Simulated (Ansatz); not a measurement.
CH₃F₃NV, SMILES `C[N]=[V]([F])([F])[F]`, relaxed with RKS PBE-D4/def2-SVP in the Gaussian-basis code of Ansatz from a rough embedded geometry. The force threshold is 0.03 eV/Å; the program also tests the step.

Total charge 0; spin multiplicity 1.

Start:

```xyz
9

C     0.554   -0.621    1.292
N     0.494   -0.749   -0.149
V    -0.469    0.449   -1.212
F    -2.247    0.374   -0.749
F    -0.284   -0.109   -3.065
F     0.278    2.214   -1.001
H     0.991    0.408    1.499
H    -0.487   -0.624    1.638
H     1.169   -1.342    1.747
```

**Question.** By how much does the energy fall, and how many steps does the optimiser take? (An estimate is asked.)

**Answer.** Ansatz gave: 235.27 kJ/mol, in 6 steps.

**Question.** Which bonds change most? (Estimate.)

**Answer.** The calculation gave: N2–V3 from 1.868 to 1.619 Å; V3–F5 from 1.943 to 1.734 Å; V3–F6 from 1.928 to 1.734 Å; V3–F4 from 1.839 to 1.734 Å.

**Question.** Give the relaxed structure. (Estimate.)

**Answer.** The calculation gave: 
```xyz
9

C     0.558   -0.592    1.319
N     0.057   -0.061    0.106
V    -0.532    0.564   -1.267
F    -2.262    0.560   -1.145
F     0.009   -0.432   -2.579
F     0.078    2.181   -1.412
H     1.180    0.162    1.853
H    -0.277   -0.891    1.994
H     1.189   -1.490    1.131
```
